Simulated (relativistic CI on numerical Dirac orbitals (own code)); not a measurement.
Calculated at this level of theory: Dirac-Coulomb-Breit CI, orbitals from a KLI potential per configuration, model QED, unscaled Slater integrals (own radial code, finite nucleus).

Configurations in the expansion (outside the closed core 1s2): 2s, 2p, 3s, 3p, 3d, 4s, 4p, 4d, 4f, 5s, 5p, 5d, 5f, 5g, 6s, 6p, 6d. Levels of other configurations are missing.

At this charge energies of transitions that change n are usually good to better than 1 %, and those within a shell (Δn = 0) to a few per cent.

Outline of the computed level scheme of Bi LXXXI. Lowest level of each configuration: 2s ²S1/2 at 0.0 eV; 2p ²P°1/2 at 237.5 eV; 3s ²S1/2 at 14595.2 eV; 3p ²P°1/2 at 14658.2 eV; 3d ²D3/2 at 15432.9 eV; 4s ²S1/2 at 19566.7 eV; 4p ²P°1/2 at 19591.9 eV; 4d ²D3/2 at 19916.0 eV; 4f ²F°5/2 at 20003.3 eV.

Some strong electric-dipole decays among the lowest 15 levels: 3d ²D5/2 → 2p ²P°3/2 (2.7e+15 s⁻¹); 3d ²D3/2 → 2p ²P°1/2 (2.7e+15 s⁻¹); 3p ²P°1/2 → 2s ²S1/2 (1.3e+15 s⁻¹); 4d ²D3/2 → 2p ²P°1/2 (9.5e+14 s⁻¹); 4d ²D5/2 → 2p ²P°3/2 (8.9e+14 s⁻¹); 3p ²P°3/2 → 2s ²S1/2 (7.8e+14 s⁻¹); 4f ²F°7/2 → 3d ²D5/2 (5.9e+14 s⁻¹); 4f ²F°5/2 → 3d ²D3/2 (5.8e+14 s⁻¹).
